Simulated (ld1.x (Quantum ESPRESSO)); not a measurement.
**Configuration tests for chromium (Cr) (PAW)**

* Element: Cr (Z = 24)
* Generator: ld1.x (Quantum ESPRESSO) 7.5
* Type: PAW
* Functional: PBE
* Relativity: fully relativistic
* Frozen core: [Ar]
* Valence charge: 6
* Reference configuration: 3d5 4s1 4p0
* Partial waves: 4s (bound): rcut 2.20, rcutus 2.55 bohr; 4s channel at 2.25 Ry: rcut 2.20, rcutus 2.55 bohr; 4p (bound, empty): rcut 2.50, rcutus 3.50 bohr; 4p channel at 1.85 Ry: rcut 2.50, rcutus 3.50 bohr; 3d (bound): rcut 1.05, rcutus 1.15 bohr; 3d channel at 1.65 Ry: rcut 1.05, rcutus 1.15 bohr
* Local potential: all-electron potential smoothed inside 2.90 bohr (lloc = -1)
* Core correction: Bessel-smoothed model core inside 1.05 bohr
* Augmentation charge: PSQ, inside the norm-conserving radii

Open shells are filled in proportion to 2j + 1 (rel_dist='average').

Energies are relative to the spin-unpolarised reference configuration 3d5 4s1 4p0; without spin polarisation the order of configurations can differ from experiment.

```csv
valence configuration,charge,ΔE all-electron (eV),error AE − PS (meV)
3d5 4s0 4p0,+1,6.901,-6.8
3d4 4s0 4p0,+2,22.953,-99
3d4 4s1 4p1,0,3.506,-78
3d4 4s2 4p0,0,-0.100,-80
3d5 4s0 4p1,0,3.121,-1.5
```

Problem. What are ΔE and the potential's error for 3d3 4s0 4p0?

Solution. ΔE = 53.702 eV all-electron; the error (AE − PS) is -906 meV.

Problem. What are ΔE and the potential's error for 3d4 4s1 4p0?

Solution. ΔE = 7.987 eV all-electron; the error (AE − PS) is -75 meV.

Levels in the configuration 3d3 4s0 4p0:

| level | all-electron (eV) | pseudo (eV) |
| --- | --- | --- |
| 3d j=3/2 | -39.186 | -40.640 |
| 3d j=5/2 | -39.076 | -40.525 |

The ghost test of this file was not conclusive.
